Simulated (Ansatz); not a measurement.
MF4 with several metals: ωB97M-V/def2-TZVP single points in Ansatz on relaxed structures, gas phase. Core potentials for Hf, Nb, no spin–orbit coupling. HOMO and LUMO are taken over both spins. Binding counts from free atoms in the multiplicity of their measured ground term, without zero-point energy. The structures are stationary points that may keep the symmetry of their start.

```csv
species,atoms,state,geometry,HOMO (eV),LUMO (eV),gap (eV),binding per atom (eV),point group (within 0.1 Å)
NbF4,5,doublet,PBE0-D4/def2-SVP,-8.97,-0.77,8.20,4.80,D2d
HfF4,5,singlet,PBE0-D4/def2-SVP,-14.68,0.25,14.93,5.42,Td
TiF4,5,singlet,PBE-D4/def2-SVP,-15.03,-0.83,14.21,4.82,Td
```

The gap (eV) runs from 8.20 (NbF4) to 14.93 (HfF4).
